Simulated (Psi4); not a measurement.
C₄H₁₂GeSi (SMILES C[SiH](C)/C=[CH]/[GeH3]), singlet, at a GFN2-xTB geometry; HF/def2-SV(P) run with Psi4.

Here is a job for Psi4.
```
memory 2 GB

molecule {
0 1
Si   -2.28641148   -0.18387911   -0.31503714
C    -3.05089548   -1.61345970    0.68309168
C    -2.69764291    1.47887527    0.50942585
C    -0.41469034   -0.44377687   -0.38482810
C     0.51085825    0.43089856   -0.00114692
Ge    2.42765211    0.11927184   -0.08545860
H    -2.80924628   -0.20274805   -1.69473594
H    -4.13175260   -1.52214012    0.73348066
H    -2.67466431   -1.63594104    1.70230813
H    -2.82442923   -2.57353008    0.22927352
H    -2.30213186    1.53225717    1.52008535
H    -2.28354950    2.31078829   -0.05225808
H    -3.77134164    1.62961034    0.57064494
H    -0.07260864   -1.39878872   -0.77219038
H     0.19686793    1.39188251    0.38890886
H     2.72284367   -1.24311680   -0.62388518
H     3.07127981    0.23274429    1.26210551
H     3.11784900    1.12136708   -0.95779766
}

set {
  basis def2-sv(p)
}

energy('scf')
print_variables()
```

Question: Predict the main parts of the log of this Psi4 run.

Answer: 
```
   => Loading Basis Set <=

    Name: DEF2-SV(P)
    Role: ORBITAL
    Keyword: BASIS

         ---------------------------------------------------------
                                   SCF
               by Justin Turney, Rob Parrish, Andy Simmonett
                          and Daniel G. A. Smith
                              RHF Reference
         ---------------------------------------------------------

  ==> Geometry <==

    Molecular point group: c1
    Full point group: C1

    Geometry (in Angstrom), charge = 0, multiplicity = 1:

       Center              X                  Y                   Z               Mass
    ------------   -----------------  -----------------  -----------------  -----------------
         SI          -2.507451885839    -0.193400420499    -0.295724598084    27.976926534650
         C           -3.271935885839    -1.622981010499     0.702404221916    12.000000000000
         C           -2.918683315839     1.469353959501     0.528738391916    12.000000000000
         C           -0.635730745839    -0.453298180499    -0.365515558084    12.000000000000
         C            0.289817844161     0.421377249501     0.018165621916    12.000000000000
         GE           2.206611704161     0.109750529501    -0.066146058084    73.921177761000
         H           -3.030286685839    -0.212269360499    -1.675423398084     1.007825032230
         H           -4.352793005839    -1.531661430499     0.752793201916     1.007825032230
         H           -2.895704715839    -1.645462350499     1.721620671916     1.007825032230
         H           -3.045469635839    -2.583051390499     0.248586061916     1.007825032230
         H           -2.523172265839     1.522735859501     1.539397891916     1.007825032230
         H           -2.504589905839     2.301266979501    -0.032945538084     1.007825032230
         H           -3.992382045839     1.620089029501     0.589957481916     1.007825032230
         H           -0.293649045839    -1.408310030499    -0.752877838084     1.007825032230
         H           -0.024172475839     1.382361199501     0.408221401916     1.007825032230
         H            2.501803264161    -1.252638110499    -0.604572638084     1.007825032230
         H            2.850239404161     0.223222979501     1.281418051916     1.007825032230
         H            2.896808594161     1.111845769501    -0.938485118084     1.007825032230

  Running in c1 symmetry.

  Rotational constants: A =      0.14841  B =      0.01872  C =      0.01746 [cm^-1]
  Rotational constants: A =   4449.36722  B =    561.24268  C =    523.30374 [MHz]
  Nuclear repulsion =  469.390194197428343

  Charge       = 0
  Multiplicity = 1
  Electrons    = 82
  Nalpha       = 41
  Nbeta        = 41

  ==> Algorithm <==

  SCF Algorithm Type is DF.
  DIIS enabled.
  MOM disabled.
  Fractional occupation disabled.
  Guess Type is SAD.
  Energy threshold   = 1.00e-06
  Density threshold  = 1.00e-06
  Integral threshold = 1.00e-12

  ==> Primary Basis <==

  Basis Set: DEF2-SV(P)
    Blend: DEF2-SV(P)
    Number of shells: 68
    Number of basis functions: 130
    Number of Cartesian functions: 138
    Spherical Harmonics?: true
    Max angular momentum: 2

   => Loading Basis Set <=

    Name: (DEF2-SV(P) AUX)
    Role: JKFIT
    Keyword: DF_BASIS_SCF

  ==> Integral Setup <==

  SCF_SUBTYPE=INCORE selected. In-core MEM_DF algorithm will be used.
  Using in-core AOs.

  ==> MemDFJK: Density-Fitted J/K Matrices <==

    J tasked:                   Yes
    K tasked:                   Yes
    wK tasked:                   No
    Algorithm:                 Core
    Schwarz Cutoff:           1E-12
    Mask sparsity (%):       8.7692
    Fitting Condition:        1E-10

   => Auxiliary Basis Set <=

  Basis Set: (DEF2-SV(P) AUX)
    Blend: DEF2-UNIVERSAL-JKFIT
    Number of shells: 270
    Number of basis functions: 910
    Number of Cartesian functions: 1122
    Spherical Harmonics?: true
    Max angular momentum: 5

  Minimum eigenvalue in the overlap matrix is 2.5486381342E-03.
  Reciprocal condition number of the overlap matrix is 4.4108269685E-04.
    Using symmetric orthogonalization.

  ==> Pre-Iterations <==

  SCF Guess: Superposition of Atomic Densities via on-the-fly atomic UHF (no occupation information).

   -------------------------
    Irrep   Nso     Nmo
   -------------------------
     A        130     130
   -------------------------
    Total     130     130
   -------------------------

  ==> Iterations <==

                           Total Energy        Delta E     RMS |[F,P]|

   @DF-RHF iter SAD: -2517.60026585604783   -2.51760e+03   0.00000e+00
   @DF-RHF iter   1: -2520.99291548561223   -3.39265e+00   1.64173e-02 ADIIS/DIIS
   @DF-RHF iter   2: -2521.72327733782049   -7.30362e-01   1.33798e-02 ADIIS/DIIS
   @DF-RHF iter   3: -2522.23944134208477   -5.16164e-01   8.32766e-04 ADIIS/DIIS
   @DF-RHF iter   4: -2522.24576026936484   -6.31893e-03   2.02674e-04 ADIIS/DIIS
   @DF-RHF iter   5: -2522.24641745896815   -6.57190e-04   6.66635e-05 DIIS
   @DF-RHF iter   6: -2522.24648735200299   -6.98930e-05   1.49213e-05 DIIS
   @DF-RHF iter   7: -2522.24649204362504   -4.69162e-06   7.44907e-06 DIIS
   @DF-RHF iter   8: -2522.24649276170931   -7.18084e-07   1.52690e-06 DIIS
   @DF-RHF iter   9: -2522.24649282904011   -6.73308e-08   5.08290e-07 DIIS
  Energy and wave function converged.

  ==> Post-Iterations <==

    Orbital Energies [Eh]
    ---------------------

    Doubly Occupied:

       1A   -405.183748     2A    -68.744667     3A    -52.113695
       4A    -46.214605     5A    -46.214593     6A    -46.214243
       7A    -11.235962     8A    -11.225834     9A    -11.203659
      10A    -11.201927    11A     -7.172152    12A     -6.115845
      13A     -5.150500    14A     -5.150265    15A     -5.149495
      16A     -4.226254    17A     -4.226010    18A     -4.225801
      19A     -1.624910    20A     -1.624813    21A     -1.623770
      22A     -1.620197    23A     -1.619900    24A     -1.026817
      25A     -0.947049    26A     -0.920161    27A     -0.788038
      28A     -0.716482    29A     -0.668664    30A     -0.581996
      31A     -0.573853    32A     -0.565677    33A     -0.549850
      34A     -0.548337    35A     -0.521972    36A     -0.478338
      37A     -0.469337    38A     -0.459402    39A     -0.440153
      40A     -0.406039    41A     -0.376627

    Virtual:

      42A      0.119857    43A      0.159730    44A      0.180531
      45A      0.188174    46A      0.191027    47A      0.216161
      48A      0.220495    49A      0.234621    50A      0.244718
      51A      0.247314    52A      0.253132    53A      0.261694
      54A      0.274048    55A      0.280965    56A      0.289266
      57A      0.297683    58A      0.341059    59A      0.353293
      60A      0.416900    61A      0.441555    62A      0.449320
      63A      0.492965    64A      0.509551    65A      0.519986
      66A      0.525694    67A      0.558217    68A      0.569904
      69A      0.601971    70A      0.604169    71A      0.647228
      72A      0.652602    73A      0.690048    74A      0.738238
      75A      0.741094    76A      0.754223    77A      0.765794
      78A      0.796200    79A      0.803669    80A      0.826880
      81A      0.838760    82A      0.854647    83A      0.880943
      84A      0.884271    85A      0.896271    86A      0.905242
      87A      0.929225    88A      0.949074    89A      0.957930
      90A      0.982255    91A      0.990732    92A      1.003201
      93A      1.029663    94A      1.037373    95A      1.070948
      96A      1.122051    97A      1.134675    98A      1.141063
      99A      1.147499   100A      1.167699   101A      1.180196
     102A      1.207579   103A      1.216153   104A      1.254640
     105A      1.435215   106A      1.761120   107A      1.909733
     108A      1.980061   109A      2.019262   110A      2.069618
     111A      2.104822   112A      2.186339   113A      2.213135
     114A      2.223816   115A      2.390760   116A      2.420824
     117A      2.481886   118A      2.497791   119A      2.503491
     120A      2.518665   121A      2.531550   122A      2.535891
     123A      2.705769   124A      2.794160   125A      2.827471
     126A      2.840713   127A      2.908140   128A      2.933895
     129A      3.074284   130A      3.096273

    Final Occupation by Irrep:
              A
    DOCC [    41 ]
    NA   [    41 ]
    NB   [    41 ]

  @DF-RHF Final Energy: -2522.24649282904011

   => Energetics <=

    Nuclear Repulsion Energy =            469.3901941974283432
    One-Electron Energy =               -4443.0301883125903259
    Two-Electron Energy =                1451.3935012861220457
    Total Energy =                      -2522.2464928290401076

Computation Completed

Properties will be evaluated at   0.000000,   0.000000,   0.000000 [a0]

Properties computed using the SCF density matrix

 Multipole Moments:

 ------------------------------------------------------------------------------------
     Multipole            Electronic (a.u.)      Nuclear  (a.u.)        Total (a.u.)
 ------------------------------------------------------------------------------------

 L = 1.  Multiply by 2.5417464519 to convert [e a0] to [Debye]
 Dipole X            :         33.9810620          -34.2518775           -0.2708156
 Dipole Y            :          1.5061919           -1.4753993            0.0307926
 Dipole Z            :         -2.8402483            2.9926233            0.1523750
 Magnitude           :                                                    0.3122617

 ------------------------------------------------------------------------------------

  Variable Map:
  ----------------------------------------------------------------------------
  "CURRENT ENERGY"           =>   -2522.246492829040
  "CURRENT REFERENCE ENERGY" =>   -2522.246492829040
  "DD SOLVATION ENERGY"      =>       0.000000000000
  "HF KINETIC ENERGY"        =>    2521.588004701373
  "HF POTENTIAL ENERGY"      =>   -5043.834497530414
  "HF TOTAL ENERGY"          =>   -2522.246492829040
  "HF VIRIAL RATIO"          =>       2.000261140252
  "NUCLEAR REPULSION ENERGY" =>     469.390194197428
  "ONE-ELECTRON ENERGY"      =>   -4443.030188312590
  "PCM POLARIZATION ENERGY"  =>       0.000000000000
  "PE ENERGY"                =>       0.000000000000
  "SCF ITERATION ENERGY"     =>   -2522.246492829040
  "SCF ITERATIONS"           =>       9.000000000000
  "SCF TOTAL ENERGY"         =>   -2522.246492829040
  "TWO-ELECTRON ENERGY"      =>    1451.393501286122

  Array Variable Map:
  ----------------------------------------------------------------------------
  "CURRENT DIPOLE"           =>      -0.270815557307 ... 0.152375029628 1 by 3
  "SCF DIPOLE"               =>      -0.270815557307 ... 0.152375029628 1 by 3
  "SCF TOTAL ENERGIES"       =>   -2517.600265856048 ... -2522.246492829040 1 by 10
```
